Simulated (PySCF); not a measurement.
# Field gradients at the hydrogen positions

C₃H₉N₃Si.
Numbering: `[N:1]#[C:2][CH2:3][CH2:4][SiH:5]([NH2:6])[NH2:7]` (hydrogens: H8, H9 on C3; H10, H11 on C4; H12 on Si5; H13, H14 on N6; H15, H16 on N7)

Structure used (GFN2-xTB), in Å, numbered top down from 1:
```
atom  x, y, z in Å
N1     3.2895    0.6075   -0.8465
C2     2.5422    0.0932   -0.1496
C3     1.6011   -0.5223    0.7457
C4     0.3140    0.3017    0.8357
Si5   -0.6830    0.2283   -0.7823
N6    -1.1046   -1.4311   -1.0055
N7    -2.0598    1.2389   -0.4982
H8     2.0813   -0.6104    1.7267
H9     1.3762   -1.5256    0.3752
H10   -0.2826   -0.0825    1.6633
H11    0.5674    1.3319    1.0862
H12    0.1414    0.5570   -1.9479
H13   -1.6372   -1.8898   -0.2828
H14   -1.4520   -1.7172   -1.9057
H15   -1.9179    2.1667   -0.1330
H16   -2.7836    1.2625   -1.1984
```

Level: PBE0/pcSseg-1 (PySCF, non-relativistic); Q(2H) = 0.00286 b; rigid geometry, the same for H and D, with no vibrational averaging.

Task: Rank these positions by the coupling χzz of a deuteron there, largest first.
A. H12 (Si–H hydrogen)
B. H9 (methylene hydrogen)
C. H10 (methylene hydrogen)
D. H16 (N–H hydrogen)

Result: D (289 kHz), C (211 kHz), B (197 kHz), A (105 kHz).

Task: What are Vzz, η and χzz (234.96 MHz × Q × Vzz) at all hydrogens?

Result: 
| atom | bonded to | bond length (Å) | Vzz (au) | η | χzz (kHz) |
| --- | --- | --- | --- | --- | --- |
| H8 | C3 | 1.096 | 0.2947 | 0.04 | 198 |
| H9 | C3 | 1.093 | 0.2938 | 0.04 | 197 |
| H10 | C4 | 1.090 | 0.3138 | 0.04 | 211 |
| H11 | C4 | 1.090 | 0.3119 | 0.05 | 210 |
| H12 | Si5 | 1.465 | 0.1568 | 0.02 | 105 |
| H13 | N6 | 1.008 | 0.4270 | 0.16 | 287 |
| H14 | N6 | 1.006 | 0.4321 | 0.16 | 290 |
| H15 | N7 | 1.007 | 0.4308 | 0.16 | 290 |
| H16 | N7 | 1.007 | 0.4300 | 0.16 | 289 |

Task: Average by the element that carries the hydrogen.

Result: on C: 204 kHz over 4 positions, mean bond length 1.092 Å; on Si: 105 kHz over 1 position, mean bond length 1.465 Å; on N: 289 kHz over 4 positions, mean bond length 1.007 Å.

The structure is a single GFN2-xTB conformer in the gas phase; no vibrational or solvent corrections. GFN2-xTB bond lengths can be off by several hundredths of an ångström, more for odd bonds, and the gradients follow them. The basis is small and wasn't made for field gradients, so the couplings can be 20 % off.
